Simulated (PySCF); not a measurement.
PBE on I (iodine, neutral), [Kr] 4d10 5s2 5p4 5d1, one real determinant (an excited configuration). Computed with PySCF 2.14 in dyall-av2z (22s16p12d, 130 functions), with the non-relativistic Hamiltonian (point nucleus).

```
cycle= 1 E= -6919.69658391469  delta_E= -0.0294  |g|= 0.0438  |ddm|= 0.305
cycle= 2 E= -6919.6966807297  delta_E= -9.68e-05  |g|= 0.0484  |ddm|= 0.102
cycle= 3 E= -6919.69704290587  delta_E= -0.000362  |g|= 0.00462  |ddm|= 0.0403
cycle= 4 E= -6919.69704601392  delta_E= -3.11e-06  |g|= 0.000682  |ddm|= 0.00654
cycle= 5 E= -6919.69704615055  delta_E= -1.37e-07  |g|= 3.26e-05  |ddm|= 0.00112
cycle= 6 E= -6919.69704615108  delta_E= -5.38e-10  |g|= 4.13e-06  |ddm|= 8.35e-05
converged SCF energy = -6919.69704615108  <S^2> = 3.7522698  2S+1 = 4.0011347
```

Highest occupied orbital energy: 1.224 eV; ⟨L²⟩ = 8.01; populations by l: s 10.00, p 22.00, d 21.00.

Problem. Can this result be used?

Solution. Not for this state. The calculation finished and met its thresholds. ⟨L²⟩ = 8.01 against 12 for a pure F term, so this real determinant mixes terms. A non-relativistic calculation at this Z misses sizeable relativistic shifts. The outer electron is Rydberg-like, and this basis confines it to a smaller radius and binds it less than a complete one would. At PBE the highest occupied level has a positive energy, so only the finite basis holds that electron; for this excited configuration the basis is too tight for the outer shell.
